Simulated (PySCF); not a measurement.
Species: C5H3F3OP2.
Numbering: `[F:1][C:2]([F:3])([F:4])/[P:5]=[P:6]/[c:7]1[cH:8][cH:9][cH:10][o:11]1`

NICS is the negative of the GIAO shielding at a point without a nucleus: at the ring centre (0) and 1 Å above and below it (1); zz is the component along the ring normal. Level: GIAO PBE0/pcSseg-1 (PySCF, non-relativistic, gas phase) on the GFN2-xTB geometry, one conformer.

Ring bond lengths (Å), with Mayer bond orders in brackets: C7–C8 1.376 (1.49), C8–C9 1.409 (1.31), C9–C10 1.364 (1.56), C10–O11 1.336 (1.10), O11–C7 1.354 (1.01).

Problem. What do the NICS probes read (ppm)?

Solution. 
```csv
ring,type,NICS(0),"NICS(1), two faces","NICS(1)zz, two faces",rms pucker (Å),"centre to ring atoms, mean (Å)"
C7–C8–C9–C10–O11,5-membered ring with O; formal bonds all aromatic,-9.3,-9.1 / -9.1,-22.7 / -22.7,0.00,1.16
```

Problem. What do they say, and how far can they be read as aromaticity?

Solution. 
- C7–C8–C9–C10–O11: mean NICS(1)zz -22.7 ppm, shielded. For a flat ring without four-coordinate atoms the NICS criterion counts such a value as aromatic.

Problem. And the bond-length index? HOMA = 1 − mean of α(R − Ropt)² over the ring bonds, with Krygowski's 1993 parameters (CC: Ropt 1.388 Å, α 257.7 Å⁻²; CO: Ropt 1.265 Å, α 157.38 Å⁻²).

Solution. 
- C7–C8–C9–C10–O11: HOMA 0.53; the largest term is that of O11–C7, α(R − Ropt)² = 1.25.

Problem. At the first NICS(1) probe listed for ring C7–C8–C9–C10–O11, 1 Å off the ring, how large is the induced field along the normal in 9.4 T applied along it?

Solution. NICSzz × B0 = -22.7 ppm × 9.4 T = -213 μT, against the applied field.

Problem. How shielded are the nuclei of the rings and their hydrogens (means over atoms taken as equivalent)?

Solution. 
```
   atoms                        environment  σ isotropic (ppm)
      C7        substituted aromatic carbon               19.3
      C8                 aromatic CH carbon               53.2
      C9                 aromatic CH carbon               65.8
     C10  aromatic CH next to a ring oxygen               33.5
     O11                  furan-type oxygen               28.4
 H on C8                  aromatic hydrogen              24.35
 H on C9                  aromatic hydrogen              24.80
H on C10                  aromatic hydrogen              23.91
```

The values belong to the conformer `[F:1][C:2]([F:3])([F:4])/[P:5]=[P:6]/[c:7]1[cH:8][cH:9][cH:10][o:11]1`: F1–C2–P5–P6 -128°, P5–P6–C7–C8 179°.
